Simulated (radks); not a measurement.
The numbers below are computed, except where a source is named.
Valence configurations of Co II (all share [Ar]). Level of theory: scalar-relativistic Kohn-Sham, LDA (Slater exchange, Perdew-Wang correlation), spin-polarised, spherical densities, point nucleus; open shells are filled with parallel spins first (a radial shooting solver on a logarithmic mesh with Libxc functionals). Energies are relative to 3d8; eigenvalues in eV for spin up.

valence	E (eV)	moment (Bohr magnetons)	e(3d)	e(4p)	e(4s)
3d8	0.000	2	-13.311	-	-
3d7 4p1	6.359	4	-19.860	-8.941	-
3d7 4s1	0.764	4	-18.428	-	-13.698
3d6.5 4s1 4p0.5	4.857	5	-22.102	-9.221	-15.125
3d7 4s0.5 4p0.5	3.552	4	-19.153	-8.559	-14.152
3d7.5 4s0.5	0.166	3	-15.739	-	-12.690
3d6 4s2	5.537	4	-24.673	-	-15.166
3d6.5 4s1.5	2.790	4	-21.433	-	-14.435
3d6 4s1 4p1	9.949	6	-25.997	-10.225	-16.495
3d5 4s2 4p1	19.381	6	-33.262	-11.185	-18.042

NIST lists [Ar] 3d8 as the ground configuration; this level of theory agrees among the configurations tried. The energies are those of spherical high-spin densities, not of single terms.
